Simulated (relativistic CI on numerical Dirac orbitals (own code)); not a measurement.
# What each ingredient does to the levels of Ag30+

Base calculation: Dirac-Coulomb-Breit CI, KLI orbitals optimised for each configuration, a model potential for QED, unscaled Slater integrals.

Configuration list (outside the closed core [Ne]): 3s²3p⁵, 3s3p⁶, 3s²3p⁴3d, 3s3p⁵3d, 3p⁶3d, 3s3p⁴3d², 3s²3p³3d4p, 3p⁶4s, 3s²3p⁴4s, 3s3p⁴3d4s, 3p⁶4p, 3s²3p⁴4p, 3s²3p³3d², 3s²3p²3d³, 3s3p³3d³, 3s²3p²3d²4s, 3s²3p²3d²4p. Double excitations out of closed p, d and f shells are left out; levels of such configurations are missing from the list, as are those of other unlisted configurations, and high levels can miss mixing partners.

The lowest level and the first level of each name with at least 55 % of one term (blank where a level has no safe partner in the second run):

| Level | Base (cm⁻¹) | Shift (cm⁻¹) |
| --- | --- | --- |
| 3s²3p⁵ ²P°3/2 | 0 | 0 |
| 3s²3p⁵ ²P°1/2 | 321947 | +4784 |
| 3s²3p⁴3d ⁴D5/2 | 1049237 | +4310 |
| 3s²3p⁴3d ⁴F9/2 | 1139678 | +7358 |
| 3s²3p⁴3d ⁴D1/2 | 1316536 | +7590 |
| 3s²3p⁴3d ²G9/2 | 1484776 | +12790 |
| 3s3p⁵3d ⁴P°1/2 | 2027471 | +3536 |
| 3s3p⁵3d ⁴P°3/2 | 2050843 | +4828 |
| 3s3p⁵3d ⁴F°9/2 | 2147123 | +8606 |

At this charge energies of transitions that change n are usually good to better than 1 %, and those within a shell (Δn = 0) to a few per cent.

**Question.** One thing was changed in a second run, which moved the levels as shown. Which?
A. valence Slater integrals scaled by 0.9
B. QED terms removed
C. non-relativistic limit
D. configuration mixing switched off
E. Breit term removed

**Answer.** E. Breit term removed. The Breit term mainly narrows fine-structure intervals, so removing it widens them.

LS names give the leading component of a level, which can be under half, so a name can repeat, a term be missing and a line seem to break the LS rules.
